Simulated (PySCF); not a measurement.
Job file and geometry (Å, from GFN2-xTB) of an NMR shielding run on `C#CBCSC`, C4H7BS, GIAO PBE0/pcSseg-1 NMR shielding, non-relativistic, gas phase (PySCF); density fitting, a coarse starting grid and PySCF grid level 2 are the driver's defaults:

```
$ OMP_NUM_THREADS=1 python probes_run.py task.json out

{"job": {"kind": "nmr", "xc": "PBE0", "basis": "pcSseg-1"}, "charge": 0, "multiplicity": 1}
C     -2.180754    -1.029126    -0.692076
C     -1.601704    -0.196443    -0.044155
B     -0.845063     0.847898     0.764255
C      0.387331     1.580064     0.125692
S      1.080165     0.245876     1.175732
C      1.395573    -1.049335    -0.062522
H     -2.708467    -1.747624    -1.250553
H     -1.323873     1.280153     1.746280
H      0.689604     1.437580    -0.905049
H      0.720526     2.538685     0.505564
H      2.167740    -0.707230    -0.745490
H      1.741342    -1.925247     0.477097
H      0.473192    -1.274766    -0.591668
```

**Question.** Write the output of this run.

**Answer.** 
```
coarse grid: 11400 points
cycle   1  E = -579.1111115838  dE =  6.752e-01  |g| = 4.282e-01  |ddm| = 3.286e+00
cycle   2  E = -579.0843536966  dE =  2.676e-02  |g| = 5.292e-01  |ddm| = 1.137e+00
cycle   3  E = -579.1578836717  dE = -7.353e-02  |g| = 1.648e-01  |ddm| = 6.638e-01
cycle   4  E = -579.1643133814  dE = -6.430e-03  |g| = 4.078e-02  |ddm| = 1.325e-01
cycle   5  E = -579.1647086038  dE = -3.952e-04  |g| = 1.437e-02  |ddm| = 5.353e-02
cycle   6  E = -579.1647627698  dE = -5.417e-05  |g| = 2.987e-03  |ddm| = 1.752e-02
cycle   7  E = -579.1647650229  dE = -2.253e-06  |g| = 8.014e-04  |ddm| = 4.101e-03
final grid: 105392 points
cycle   8  E = -579.2034224343  dE = -2.995e-05  |g| = 8.358e-03  |ddm| = 3.118e-02
cycle   9  E = -579.2034115822  dE =  1.085e-05  |g| = 1.056e-02  |ddm| = 1.723e-02
cycle  10  E = -579.2034401964  dE = -2.861e-05  |g| = 1.007e-03  |ddm| = 1.069e-02
cycle  11  E = -579.2034404242  dE = -2.277e-07  |g| = 4.498e-04  |ddm| = 1.218e-03
cycle  12  E = -579.2034404719  dE = -4.771e-08  |g| = 1.419e-04  |ddm| = 4.174e-04
cycle  13  E = -579.2034404768  dE = -4.921e-09  |g| = 3.946e-05  |ddm| = 1.476e-04
cycle  14  E = -579.2034404772  dE = -3.852e-10  |g| = 1.014e-05  |ddm| = 4.862e-05
converged SCF energy = -579.2034404772

GIAO shielding tensors (ppm)
atom      isotropic    diamagn.    paramagn.     s11        s22        s33       span
  0 C       90.548     261.217    -170.670      7.874     24.019    239.749    231.875
  1 C       88.031     255.615    -167.584    -17.202     -8.111    289.407    306.609
  2 B      116.398     188.828     -72.430     88.833    121.657    138.703     49.870
  3 C      153.990     256.001    -102.011    121.863    155.716    184.391     62.529
  4 S      741.027    1056.618    -315.591    481.833    631.381   1109.866    628.034
  5 C      164.135     252.469     -88.334    142.079    156.500    193.826     51.748
  6 H       29.815      33.300      -3.485     24.576     25.121     39.749     15.173
  7 H       28.984      27.840       1.144     24.779     27.500     34.673      9.893
  8 H       30.373      32.467      -2.093     25.689     28.180     37.251     11.561
  9 H       29.574      29.902      -0.328     24.091     25.662     38.968     14.877
 10 H       29.960      30.461      -0.500     24.454     27.263     38.164     13.709
 11 H       30.026      29.836       0.190     24.678     26.229     39.171     14.493
 12 H       28.710      31.631      -2.920     21.691     29.367     35.074     13.383
```

Size and cost of the density-fitted run: 144 basis functions, 26 s wall time on 1 thread of an Arm Neoverse N1, shared host; peak memory 0.66 GiB.
